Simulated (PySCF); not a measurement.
Al(OSiH3)2 (AlH6O2Si2), SMILES [Al]([O][SiH3])[O][SiH3], multiplicity 2.

Geometry: TPSSh-D3(BJ)/def2-SVP. The spin state was assumed, not searched. The isomer is the one that the SMILES or the coordinates give; other isomers of the formula were not compared. One conformer was computed; it need not be the lowest.

Two levels are set side by side: PBE/def2-TZVP (PySCF) and M06-2X/def2-TZVP (PySCF). Same geometry, gas phase. Differences are taken from unrounded values.

| quantity | M06-2X | PBE | PBE minus M06-2X |
|---|---|---|---|
| α-spin orbital gap (eV) | 6.87 | 3.43 | -3.44 |
| β-spin orbital gap (eV) | 5.87 | 3.55 | -2.32 |
| dipole moment (D) | 1.03 | 0.83 | -0.20 |
| mean polarisability (bohr³) | 86.5 | 95.3 | 8.8 |

PBE's more diffuse valence density responds more strongly to a field. Differences between two approximate levels are no errors against the true value.

Rough cost on one machine, each run with all the roots and properties that it gave: M06-2X against PBE about 3 times.
